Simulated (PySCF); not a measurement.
# Continuum solvent and chemical shifts

Atom-mapped SMILES (the numbers label the heavy atoms): `[O:1]=[C:2]([Cl:3])[c:4]1[cH:5][cH:6][cH:7][cH:8][cH:9]1` (H(Xn): hydrogen on atom n).

GIAO PBE0/pcSseg-1 in PySCF 2.14 on one PBE0-D3(BJ)/def2-SVP conformer, non-relativistic, equivalent nuclei averaged. Solvents enter as an IEF-PCM continuum (chloroform with ε = 4.7, tetrahydrofuran with ε = 7.4, dimethylsulfoxide with ε = 46.8) around the gas-phase geometry. Shifts are referred to TMS computed in the same medium.

In chloroform, δ in ppm: C2 177.5, C7 144.3, C5/C9 139.6, C4 136.4, C6/C8 135.7, H(C5)/H(C9) 8.47, H(C7) 8.02, H(C6)/H(C8) 7.84. Dipole moment 4.77 D.

(1) How does each δ change in the more polar media?

(2) Which nuclei move most (in ppm), and what does the model miss?

## Answers

(1) 
```csv
atoms,environment,"Δδ, tetrahydrofuran","Δδ, dimethylsulfoxide"
C2,carbonyl carbon,+0.4,+1.1
C7,aromatic CH,+0.4,+1.2
C5/C9,aromatic CH,+0.2,+0.4
C4,substituted aromatic carbon,0.0,+0.1
C6/C8,aromatic CH,+0.3,+0.7
H(C5)/H(C9),hydrogen on an aromatic CH,+0.01,+0.03
H(C7),hydrogen on an aromatic CH,+0.04,+0.11
H(C6)/H(C8),hydrogen on an aromatic CH,+0.03,+0.09
```

Changes are relative to chloroform. The dipole moment becomes 4.89 D in tetrahydrofuran, 5.08 D in dimethylsulfoxide.

(2) C7 (aromatic CH, +1.2 ppm) in dimethylsulfoxide. A continuum only polarises the solute; specific hydrogen bonds, the anisotropy of aromatic solvents and changes of geometry or conformer are outside it.
